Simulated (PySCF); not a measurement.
**Question.** Write Cartesian coordinates for `C(=C)(C)[C@H](CCl)C#C` as optimised with GFN2-xTB.

**Answer.** 
```
atom  x, y, z in Å
C1     1.5269    2.0607   -1.1763
C2     1.1217    0.9727   -0.8870
C3     0.6022   -0.3336   -0.5126
C4     1.4492   -0.8818    0.6400
Cl5    0.8328   -2.4726    1.1688
C6    -0.8651   -0.2151   -0.1492
C7    -1.7928   -0.8160   -0.8745
C8    -1.1863    0.6174    1.0527
H9     1.8869    3.0090   -1.4434
H10    0.7003   -1.0058   -1.3728
H11    1.4210   -0.2195    1.5046
H12    2.4822   -1.0263    0.3235
H13   -1.5504   -1.4184   -1.7336
H14   -2.8387   -0.7338   -0.6326
H15   -0.6288    1.5528    1.0263
H16   -0.9183    0.0846    1.9651
H17   -2.2497    0.8376    1.0911
```

Orientation and origin are arbitrary. Atoms count from 1 in this order. Of the pairs four or more bonds apart, C2···H15 is among the closest relative to their van der Waals radii: 2.66 Å, 92 % of the sum of Bondi's values. The 6 C–C bonds span 1.197 Å (C1≡C2, drawn triple) to 1.532 Å (C3–C4, drawn single), a spread of 0.335 Å.

Bonds between heavy atoms (Å): C1≡C2 1.197, C2–C3 1.455, C3–C4 1.532, C4–Cl5 1.786, C3–C6 1.516, C6=C7 1.322, C6–C8 1.497.

Structure optimised with GFN2-xTB, isolated species.

Point group: C1 (no symmetry element, even within 0.4 Å). Whether it is a minimum is left open (no frequencies). The numbers are those of one conformer (C2–C3–C4–Cl5 179°, C2–C3–C6–C7 115°).

All values are computed, not measured.
